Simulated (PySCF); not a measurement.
YbCl3(H2O) at several levels of theory

Computed with PySCF 2.14.0 (density fitting, no spin-orbit coupling) at the geometry relaxed with PBE0:

```xyz
7
YbCl3(H2O) (singlet in the valence; each metal's 4f electrons, 13 of them, lie in its core potential, out of spins and levels)
Yb    0.0127   -0.0264    0.0202
Cl    1.0936    1.8749    1.1161
Cl   -1.6160   -1.3193    1.2898
Cl    1.1168   -1.1649   -1.8373
O    -1.2797    1.3861   -1.2635
H    -1.2461    2.3460   -1.1495
H    -1.6733    1.2000   -2.1261
```

```
level                                                               basis    state  HOMO (eV)  gap (eV)  charge on Yb1 (e)  population of f-type functions on Yb1 (polarisation alone where 4f lies in the core)  dipole about the centre of mass (D)  largest force component (eV/Å)
 PBE0      Yb lcecp-1-SVP with ECP59, Cl def2-SVP, O def2-SVP, H def2-SVP  singlet      -8.46      7.10               0.83                                                                                  0.04                                 5.92                            0.01
 PBE0  Yb lcecp-1-TZVP with ECP59, Cl def2-TZVP, O def2-TZVP, H def2-TZVP  singlet      -8.59      7.03               1.37                                                                                  0.05                                 5.84                            0.21
```

In the lcecp rows the 4f levels are missing from HOMO and gap, and the state counts the valence alone.

Charges are Mulliken's, which hang on the basis. The relaxation used the grid (50, 194), these runs (75, 302) or, all-electron (x2c bases, spin-free X2C Hamiltonian), (99, 590).

Problem. A further run in the first row's basis gives HOMO (eV) -6.79, gap (eV) 4.66, charge on Yb1 (e) 0.58, population of f-type functions on Yb1 (polarisation alone where 4f lies in the core) 0.03, dipole about the centre of mass (D) 5.80, largest force component (eV/Å) 0.58. Which level was it?
A. BLYP
B. M06-L

Solution. A. The others give HOMO -7.38 eV (M06-L).

In the first row's basis the gap widens with exact exchange: 4.7 to 5.9 eV for BLYP, M06-L (none); 7.1 eV for PBE0 (a fixed share).

An lcecp potential fixes the number of 4f electrons, so in runs with it no electron can move into or out of that shell.
